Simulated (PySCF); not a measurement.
H5Cl3Si3 (SMILES [SiH3][SiH2][Si](Cl)(Cl)Cl), singlet, geometry from GFN2-xTB, with bond 11-2 at 2.4 times its length; CASSCF(6,6)/STO-3G (PySCF).

PySCF was given this input:
```python
from pyscf import gto, scf, mcscf
import numpy

mol = gto.M(
    atom='''
Si   -3.19363363    0.03853609    0.33050051
Si   -1.29780634   -1.27122896    0.02326418
Si    0.67695813   -0.04363139   -0.07282746
Cl    0.63252022    1.27809262   -1.62532646
Cl    2.38805445   -1.11201868   -0.28355259
Cl    0.90962519    1.08022981    1.61357720
H    -3.10664679    0.84498047    1.55017098
H    -3.40500369    0.96139616   -0.78726536
H    -4.40346252   -0.78002528    0.44339436
H    -1.13026003   -2.27164042    1.08901045
H    -1.45974048   -3.19628331   -2.93248918
''',
    basis='sto-3g',
    verbose=4,
)

mf = scf.RHF(mol)
mf.kernel()
mc = mcscf.CASSCF(mf, 6, 6)
mc.fix_spin_(ss=0.0)
mc.conv_tol = 1e-5
mc.kernel()
occ = numpy.linalg.eigvalsh(mc.fcisolver.make_rdm1(mc.ci, mc.ncas, mc.nelecas))[::-1]
ss = mc.fcisolver.spin_square(mc.ci, mc.ncas, mc.nelecas)[0]
print('natural occupations', occ.round(4), ' <S^2>', round(ss, 4))
```

What does PySCF print? Leave out banner, timings and long lists.


```
PySCF version 2.14.0

[INPUT] verbose = 4
[INPUT] num. atoms = 11
[INPUT] num. electrons = 98
[INPUT] charge = 0
[INPUT] spin (= nelec alpha-beta = 2S) = 0
[INPUT] symmetry False subgroup None
[INPUT] Mole.unit = angstrom
[INPUT] Symbol           X                Y                Z      unit          X                Y                Z       unit  Magmom
[INPUT]  1 Si    -3.193633630000   0.038536090000   0.330500510000 AA   -6.035092902901   0.072822656012   0.624555447929 Bohr   0.0
[INPUT]  2 Si    -1.297806340000  -1.271228960000   0.023264180000 AA   -2.452498545324  -2.402274576016   0.043962928713 Bohr   0.0
[INPUT]  3 Si     0.676958130000  -0.043631390000  -0.072827460000 AA    1.279265463498  -0.082451377534  -0.137623953748 Bohr   0.0
[INPUT]  4 Cl     0.632520220000   1.278092620000  -1.625326460000 AA    1.195289984050   2.415245013628  -3.071421872409 Bohr   0.0
[INPUT]  5 Cl     2.388054450000  -1.112018680000  -0.283552590000 AA    4.512768881049  -2.101410750600  -0.535836737011 Bohr   0.0
[INPUT]  6 Cl     0.909625190000   1.080229810000   1.613577200000 AA    1.718942485105   2.041338492491   3.049218988843 Bohr   0.0
[INPUT]  7 H     -3.106646790000   0.844980470000   1.550170980000 AA   -5.870711598859   1.596781668906   2.929398598449 Bohr   0.0
[INPUT]  8 H     -3.405003690000   0.961396160000  -0.787265360000 AA   -6.434524427233   1.816775439609  -1.487715917757 Bohr   0.0
[INPUT]  9 H     -4.403462520000  -0.780025280000   0.443394360000 AA   -8.321338162587  -1.474034149437   0.837893905577 Bohr   0.0
[INPUT] 10 H     -1.130260030000  -2.271640420000   1.089010450000 AA   -2.135881906243  -4.292778247292   2.057931497289 Bohr   0.0
[INPUT] 11 H     -1.459740480000  -3.196283310000  -2.932489180000 AA   -2.758509720141  -6.040100072418  -5.541601413450 Bohr   0.0

nuclear repulsion = 695.23903121301
number of shells = 35
number of NR pGTOs = 177
number of NR cGTOs = 59
basis = sto-3g
ecp = {}

******** <class 'pyscf.scf.hf.RHF'> ********
method = RHF
initial guess = minao
damping factor = 0
level_shift factor = 0
DIIS = <class 'pyscf.scf.diis.CDIIS'>
diis_start_cycle = 1
diis_space = 8
diis_damp = 0
SCF conv_tol = 1e-09
SCF conv_tol_grad = None
SCF max_cycles = 50
direct_scf = True
direct_scf_tol = 1e-13
Set gradient conv threshold to 3.16228e-05
Initial guess from minao.
init E= -2222.19522916139
  HOMO = -0.201516935613273  LUMO = -0.133783249615484  gap/eV = 1.84313
cycle= 1 E= -2223.07143157422  delta_E= -0.876  |g|= 0.509  |ddm|= 3.73
  HOMO = -0.153582114647588  LUMO = 0.0708510661374129  gap/eV = 6.10714
cycle= 2 E= -2223.0231566882  delta_E= 0.0483  |g|= 0.48  |ddm|= 3.04
  HOMO = -0.144568241279381  LUMO = -0.0156576529841973  gap/eV = 3.50784
cycle= 3 E= -2223.26509210842  delta_E= -0.242  |g|= 0.215  |ddm|= 2.39
  HOMO = -0.141319670261844  LUMO = 0.00420878013756676  gap/eV = 3.96003
cycle= 4 E= -2223.30616026085  delta_E= -0.0411  |g|= 0.0465  |ddm|= 0.564
  HOMO = -0.170672088682517  LUMO = 0.0283070393601759  gap/eV = 5.41450
cycle= 5 E= -2223.30798387847  delta_E= -0.00182  |g|= 0.00396  |ddm|= 0.136
  HOMO = -0.165925671073918  LUMO = 0.0233913561555552  gap/eV = 5.15158
cycle= 6 E= -2223.30800014739  delta_E= -1.63e-05  |g|= 0.000739  |ddm|= 0.0156
  HOMO = -0.166205301063918  LUMO = 0.0238981730490588  gap/eV = 5.17298
cycle= 7 E= -2223.30800099689  delta_E= -8.49e-07  |g|= 0.000273  |ddm|= 0.00459
  HOMO = -0.166278138805631  LUMO = 0.0239283795923652  gap/eV = 5.17578
cycle= 8 E= -2223.30800107922  delta_E= -8.23e-08  |g|= 6.5e-05  |ddm|= 0.00129
  HOMO = -0.166272667912757  LUMO = 0.0238986484727557  gap/eV = 5.17483
cycle= 9 E= -2223.30800108338  delta_E= -4.16e-09  |g|= 7.82e-06  |ddm|= 0.000275
  HOMO = -0.166275538854229  LUMO = 0.023904446142217  gap/eV = 5.17506
cycle= 10 E= -2223.30800108345  delta_E= -7.09e-11  |g|= 2.79e-06  |ddm|= 2.62e-05
  HOMO = -0.166275269510445  LUMO = 0.0239049566576331  gap/eV = 5.17507
Extra cycle  E= -2223.30800108344  delta_E= 1.82e-12  |g|= 3.84e-06  |ddm|= 1.76e-05
converged SCF energy = -2223.30800108344

******** <class 'pyscf.mcscf.mc1step.CASSCF'> ********
CAS (3e+3e, 6o), ncore = 46, nvir = 7
max_cycle_macro = 50
max_cycle_micro = 4
conv_tol = 1e-05
conv_tol_grad = None
orbital rotation max_stepsize = 0.02
orbital rotation threshold for CI restart = 0.01
augmented hessian ah_max_cycle = 30
augmented hessian ah_conv_tol = 1e-12
augmented hessian ah_linear dependence = 1e-14
augmented hessian ah_level shift = 1e-08
augmented hessian ah_start_tol = 2.5
augmented hessian ah_start_cycle = 3
augmented hessian ah_grad_trust_region = 3
kf_trust_region = 3
kf_interval = 4
ci_response_space = 4
ci_grad_trust_region = 3
with_dep4 0
natorb = False
canonicalization = True
sorting_mo_energy = False
ao2mo_level = 2
internal_rotation = False
******** <class 'pyscf.fci.addons.SpinPenaltyFCISolver'> ********
max. cycles = 50
conv_tol = 1e-08
davidson only = True
linear dependence = 1e-12
level shift = 0.001
max iter space = 12
nroots = 1
pspace_size = 400
spin = None
CASCI E = -2223.49835673559  S^2 = 0.0000000
Set conv_tol_grad to 0.00316228
macro iter   1 ( 21 JK    4 micro), CASSCF E = -2223.50796199726  dE = -9.60526167e-03  S^2 = 0.0000000
               |grad[o]|=0.0571  |grad[c]|=0.0354  |ddm|=0.0271  |maxRot[o]|=0.307
macro iter   2 ( 21 JK    4 micro), CASSCF E = -2223.51351595891  dE = -5.55396165e-03  S^2 = 0.0000000
               |grad[o]|=0.027  |grad[c]|=0.0392  |ddm|=0.0301  |maxRot[o]|= 0.24
macro iter   3 ( 21 JK    4 micro), CASSCF E = -2223.51566095775  dE = -2.14499884e-03  S^2 = 0.0000000
               |grad[o]|=0.0125  |grad[c]|=0.0682  |ddm|=0.0348  |maxRot[o]|=0.222
macro iter   4 ( 21 JK    4 micro), CASSCF E = -2223.51880086989  dE = -3.13991214e-03  S^2 = 0.0000000
               |grad[o]|=0.0093  |grad[c]|=0.0108  |ddm|=0.00602  |maxRot[o]|=0.207
macro iter   5 ( 21 JK    4 micro), CASSCF E = -2223.52062059960  dE = -1.81972971e-03  S^2 = 0.0000000
               |grad[o]|=0.00839  |grad[c]|=0.0125  |ddm|=0.00841  |maxRot[o]|=0.159
macro iter   6 ( 21 JK    4 micro), CASSCF E = -2223.52209490258  dE = -1.47430298e-03  S^2 = 0.0000000
               |grad[o]|=0.00539  |grad[c]|=0.00585  |ddm|=0.00215  |maxRot[o]|=0.101
macro iter   7 ( 21 JK    4 micro), CASSCF E = -2223.52200390217  dE =  9.10004164e-05  S^2 = 0.0000000
               |grad[o]|=0.0032  |grad[c]|=0.00709  |ddm|=0.00139  |maxRot[o]|=0.0269
macro iter   8 ( 21 JK    4 micro), CASSCF E = -2223.52237909146  dE = -3.75189290e-04  S^2 = 0.0000000
               |grad[o]|=0.0033  |grad[c]|=0.0016  |ddm|=0.000696  |maxRot[o]|=0.048
macro iter   9 ( 21 JK    4 micro), CASSCF E = -2223.52237435145  dE =  4.74000808e-06  S^2 = 0.0000000
               |grad[o]|=0.00201  |grad[c]|=0.0028  |ddm|=0.000386  |maxRot[o]|=0.00521
1-step CASSCF converged in   9 macro (189 JK  36 micro) steps
CASSCF canonicalization
Density matrix diagonal elements [1.98474739 1.97700248 1.13258362 0.86625449 0.02429351 0.0151185 ]
CASSCF energy = -2223.52237435145
CASCI E = -2223.52237435145  E(CI) = -6.29252981241143  S^2 = 0.0000000
natural occupations [1.9858 1.9783 1.1321 0.868  0.0214 0.0143]  <S^2> 0.0
```
